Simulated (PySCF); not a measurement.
Record of a relaxation.

C₃H₇NOSi.
Numbering: `[CH3:1][CH2:2][O:3][SiH2:4][C:5]#[N:6]` (hydrogens: H7, H8, H9 on C1; H10, H11 on C2; H12, H13 on Si4)

Method: PySCF, PBE0-D3(BJ)/def2-SVP geometry optimisation, gas phase; density fitting, grid level 1; the optimiser is geomeTRIC in internal coordinates, started from a GFN2-xTB structure with every atom displaced at random (about 0.01 Å). The frame can shift and turn from step to step; on so coarse a grid that alone can change the energy by a few meV, and forces under 0.02 eV/Å are noise.

Step 0: E = -14621.4921 eV, largest atomic force 3.520 eV/Å
```
atom  x, y, z in Å  |  force x, y, z in eV/Å
C1     -2.098    0.045   -0.519   -0.124   1.117   0.010
C2     -0.805   -0.480   -0.004    0.142  -0.213   0.539
O3      0.071    0.586    0.202    0.705   0.410   0.160
Si4     1.642    0.650    0.741   -1.284  -0.451  -0.545
C5      2.741   -0.383   -0.355   -1.994   2.065   2.035
N6      3.416   -1.009   -1.017    2.059  -1.976  -2.060
H7     -1.947    0.601   -1.457    0.008  -0.126  -0.080
H8     -2.531    0.766    0.194    0.027  -0.085   0.030
H9     -2.817   -0.740   -0.674   -0.534  -0.668  -0.198
H10    -0.364   -1.176   -0.716    0.186  -0.505  -0.337
H11    -0.964   -1.018    0.949   -0.006  -0.144  -0.020
H12     1.787    0.072    2.087    0.164   0.021   0.322
H13     1.875    2.069    0.560    0.651   0.555   0.144
```

Step 1: E = -14621.6528 eV, largest atomic force 0.394 eV/Å
```
atom  x, y, z in Å  |  force x, y, z in eV/Å
C1     -1.969   -0.214   -0.719   -0.050  -0.102   0.020
C2     -0.641   -0.684   -0.174   -0.018   0.030  -0.085
O3      0.176    0.452    0.036   -0.053   0.072   0.052
Si4     1.647    0.596    0.754    0.029  -0.081  -0.003
C5      2.858   -0.434   -0.216    0.223  -0.258  -0.198
N6      3.565   -1.075   -0.879   -0.138   0.126   0.171
H7     -1.830    0.294   -1.684    0.010   0.025  -0.041
H8     -2.431    0.498   -0.022   -0.026   0.040   0.033
H9     -2.665   -1.055   -0.863    0.090   0.003  -0.001
H10    -0.153   -1.379   -0.885    0.030   0.083   0.062
H11    -0.787   -1.236    0.771    0.031   0.012   0.057
H12     1.692    0.124    2.167   -0.049  -0.060  -0.051
H13     2.113    1.993    0.642   -0.081   0.110  -0.017
```

Step 2: E = -14621.6666 eV, largest atomic force 0.220 eV/Å
```
atom  x, y, z in Å  |  force x, y, z in eV/Å
C1     -1.971   -0.222   -0.719    0.016   0.006   0.022
C2     -0.631   -0.653   -0.173    0.064  -0.062  -0.008
O3      0.173    0.489    0.038   -0.111   0.189  -0.021
Si4     1.648    0.599    0.748    0.083  -0.045   0.013
C5      2.849   -0.455   -0.222    0.004  -0.004  -0.037
N6      3.547   -1.111   -0.875   -0.008   0.003   0.047
H7     -1.846    0.289   -1.685   -0.002   0.004   0.003
H8     -2.460    0.475   -0.022   -0.005  -0.008  -0.005
H9     -2.630   -1.091   -0.864    0.023  -0.008  -0.008
H10    -0.121   -1.332   -0.880   -0.022  -0.029  -0.002
H11    -0.757   -1.207    0.776   -0.019  -0.003   0.013
H12     1.666    0.094    2.148    0.001  -0.035  -0.004
H13     2.109    2.004    0.658   -0.025  -0.007  -0.013
```

Step 3: E = -14621.6715 eV, largest atomic force 0.165 eV/Å
```
atom  x, y, z in Å  |  force x, y, z in eV/Å
C1     -1.966   -0.231   -0.720    0.006   0.030  -0.003
C2     -0.621   -0.631   -0.169    0.054  -0.073   0.024
O3      0.163    0.525    0.041   -0.099   0.125  -0.043
Si4     1.645    0.605    0.746    0.077  -0.046   0.040
C5      2.831   -0.462   -0.229   -0.068   0.085   0.005
N6      3.524   -1.131   -0.875    0.044  -0.045  -0.007
H7     -1.849    0.282   -1.687   -0.004   0.000   0.011
H8     -2.479    0.454   -0.028   -0.001  -0.018  -0.006
H9     -2.597   -1.119   -0.869   -0.018  -0.007  -0.013
H10    -0.100   -1.306   -0.872   -0.004  -0.032  -0.005
H11    -0.742   -1.185    0.782   -0.008   0.007  -0.005
H12     1.653    0.068    2.135    0.011  -0.002   0.007
H13     2.113    2.009    0.674    0.010  -0.024  -0.004
```

Step 4: E = -14621.6737 eV, largest atomic force 0.087 eV/Å
```
atom  x, y, z in Å  |  force x, y, z in eV/Å
C1     -1.960   -0.241   -0.727    0.008   0.014  -0.011
C2     -0.614   -0.615   -0.160    0.015  -0.052   0.009
O3      0.151    0.556    0.050   -0.036   0.043  -0.013
Si4     1.640    0.610    0.749    0.030  -0.025   0.025
C5      2.810   -0.460   -0.241   -0.056   0.067  -0.004
N6      3.497   -1.137   -0.885    0.036  -0.034  -0.011
H7     -1.843    0.273   -1.692    0.002   0.002   0.008
H8     -2.495    0.433   -0.041    0.001  -0.011   0.002
H9     -2.571   -1.142   -0.883   -0.017  -0.001  -0.008
H10    -0.077   -1.288   -0.854    0.002  -0.015  -0.002
H11    -0.735   -1.164    0.794   -0.006   0.010  -0.006
H12     1.650    0.047    2.128    0.004   0.015   0.006
H13     2.122    2.008    0.691    0.018  -0.012   0.005
```

Step 5: E = -14621.6742 eV, largest atomic force 0.031 eV/Å
```
atom  x, y, z in Å  |  force x, y, z in eV/Å
C1     -1.954   -0.248   -0.734    0.000  -0.002  -0.010
C2     -0.612   -0.613   -0.151   -0.007  -0.017  -0.012
O3      0.143    0.567    0.060    0.005  -0.010   0.018
Si4     1.637    0.612    0.753    0.001  -0.003  -0.001
C5      2.797   -0.452   -0.253   -0.020   0.020  -0.013
N6      3.481   -1.129   -0.899    0.012  -0.007   0.001
H7     -1.828    0.267   -1.698    0.003   0.003   0.004
H8     -2.502    0.422   -0.055    0.000  -0.004   0.003
H9     -2.559   -1.152   -0.898   -0.005   0.001  -0.004
H10    -0.065   -1.288   -0.836    0.005  -0.002   0.003
H11    -0.741   -1.156    0.805   -0.001   0.010  -0.001
H12     1.653    0.040    2.129    0.000   0.012   0.004
H13     2.126    2.008    0.703    0.008  -0.002   0.007
```

Step 6: E = -14621.6743 eV, largest atomic force 0.050 eV/Å
```
atom  x, y, z in Å  |  force x, y, z in eV/Å
C1     -1.949   -0.253   -0.742   -0.002  -0.008  -0.004
C2     -0.613   -0.615   -0.142   -0.009   0.011  -0.022
O3      0.136    0.568    0.072    0.019  -0.030   0.035
Si4     1.634    0.613    0.759   -0.015   0.010  -0.020
C5      2.788   -0.441   -0.262    0.008  -0.015  -0.011
N6      3.472   -1.115   -0.913   -0.005   0.011   0.009
H7     -1.810    0.262   -1.704    0.001   0.003   0.000
H8     -2.506    0.416   -0.070   -0.001   0.000   0.002
H9     -2.552   -1.157   -0.914    0.005   0.001  -0.001
H10    -0.057   -1.292   -0.817    0.003   0.003   0.005
H11    -0.752   -1.153    0.815   -0.001   0.005   0.002
H12     1.660    0.037    2.132   -0.001   0.002   0.001
H13     2.124    2.009    0.714   -0.003   0.005   0.005
```

Step 7: E = -14621.6743 eV, largest atomic force 0.041 eV/Å
```
atom  x, y, z in Å  |  force x, y, z in eV/Å
C1     -1.946   -0.256   -0.747   -0.001  -0.006  -0.001
C2     -0.615   -0.619   -0.138   -0.002   0.018  -0.020
O3      0.134    0.565    0.080    0.010  -0.023   0.033
Si4     1.633    0.614    0.763   -0.011   0.010  -0.021
C5      2.786   -0.434   -0.265    0.013  -0.018  -0.004
N6      3.471   -1.105   -0.918   -0.008   0.012   0.007
H7     -1.800    0.260   -1.708    0.000   0.002  -0.002
H8     -2.507    0.414   -0.079   -0.002   0.001   0.000
H9     -2.549   -1.159   -0.924    0.007  -0.001  -0.001
H10    -0.055   -1.297   -0.809    0.002   0.001   0.004
H11    -0.760   -1.155    0.819   -0.002   0.002   0.003
H12     1.665    0.038    2.136   -0.001  -0.003   0.000
H13     2.119    2.012    0.719   -0.006   0.004   0.002
```

Step 8: E = -14621.6744 eV, largest atomic force 0.025 eV/Å
```
atom  x, y, z in Å  |  force x, y, z in eV/Å
C1     -1.945   -0.257   -0.751    0.001  -0.001  -0.001
C2     -0.616   -0.621   -0.137    0.005   0.011  -0.014
O3      0.133    0.561    0.084   -0.005  -0.007   0.023
Si4     1.632    0.615    0.765    0.000   0.004  -0.014
C5      2.788   -0.430   -0.264    0.006  -0.007   0.003
N6      3.474   -1.099   -0.918   -0.003   0.005   0.002
H7     -1.796    0.260   -1.710   -0.001   0.001  -0.001
H8     -2.508    0.413   -0.083   -0.001  -0.001  -0.001
H9     -2.548   -1.160   -0.930    0.004  -0.002  -0.002
H10    -0.055   -1.299   -0.807    0.001  -0.002   0.003
H11    -0.765   -1.158    0.819   -0.003   0.000   0.001
H12     1.668    0.039    2.138    0.000  -0.003   0.000
H13     2.113    2.014    0.721   -0.005   0.002   0.000
```

**Question.** Summarise the path.

**Answer.** The energy falls by 0.1824 eV from step 0 to step 8; nine tenths of that is first reached at step 2. It falls at every step. The largest force goes from 3.520 to 0.025 eV/Å. Among the bonds Si4–H13 changes most, from 1.449 to 1.480 Å; the atoms move by 0.134 Å rms after alignment.

**Question.** Follow the three bonds and two angles with the largest change from start to end.

**Answer.** 
```json
{"step": "0", "E above end (eV)": "0.1824", "largest force (eV/Å)": "3.520", "Si4–H13 (Å)": "1.449", "C5≡N6 (Å)": "1.134", "C1–H9 (Å)": "1.076", "O3–Si4–H13 (°)": "98.6", "C2–O3–Si4 (°)": "132.1"}
{"step": "1", "E above end (eV)": "0.0216", "largest force (eV/Å)": "0.394", "Si4–H13 (Å)": "1.477", "C5≡N6 (Å)": "1.162", "C1–H9 (Å)": "1.102", "O3–Si4–H13 (°)": "109.4", "C2–O3–Si4 (°)": "130.7"}
{"step": "2", "E above end (eV)": "0.0078", "largest force (eV/Å)": "0.220", "Si4–H13 (Å)": "1.481", "C5≡N6 (Å)": "1.160", "C1–H9 (Å)": "1.100", "O3–Si4–H13 (°)": "108.5", "C2–O3–Si4 (°)": "129.1"}
{"step": "3", "E above end (eV)": "0.0029", "largest force (eV/Å)": "0.165", "Si4–H13 (Å)": "1.481", "C5≡N6 (Å)": "1.159", "C1–H9 (Å)": "1.100", "O3–Si4–H13 (°)": "108.1", "C2–O3–Si4 (°)": "127.2"}
{"step": "4", "E above end (eV)": "0.0007", "largest force (eV/Å)": "0.087", "Si4–H13 (Å)": "1.480", "C5≡N6 (Å)": "1.159", "C1–H9 (Å)": "1.100", "O3–Si4–H13 (°)": "108.0", "C2–O3–Si4 (°)": "125.4"}
{"step": "5", "E above end (eV)": "0.0002", "largest force (eV/Å)": "0.031", "Si4–H13 (Å)": "1.480", "C5≡N6 (Å)": "1.160", "C1–H9 (Å)": "1.100", "O3–Si4–H13 (°)": "108.1", "C2–O3–Si4 (°)": "124.7"}
{"step": "6", "E above end (eV)": "0.0001", "largest force (eV/Å)": "0.050", "Si4–H13 (Å)": "1.480", "C5≡N6 (Å)": "1.160", "C1–H9 (Å)": "1.100", "O3–Si4–H13 (°)": "108.3", "C2–O3–Si4 (°)": "124.5"}
{"step": "7", "E above end (eV)": "0.0001", "largest force (eV/Å)": "0.041", "Si4–H13 (Å)": "1.480", "C5≡N6 (Å)": "1.160", "C1–H9 (Å)": "1.100", "O3–Si4–H13 (°)": "108.4", "C2–O3–Si4 (°)": "124.7"}
{"step": "8", "E above end (eV)": "0.0000", "largest force (eV/Å)": "0.025", "Si4–H13 (Å)": "1.480", "C5≡N6 (Å)": "1.160", "C1–H9 (Å)": "1.100", "O3–Si4–H13 (°)": "108.4", "C2–O3–Si4 (°)": "125.0"}
```

What follows is the cost of the whole optimisation. Hardware: AMD EPYC 9R45, one thread, shared host with 96 logical CPUs at a one-minute load of 61. Cost: 32 s, 0.52 GiB resident at most.
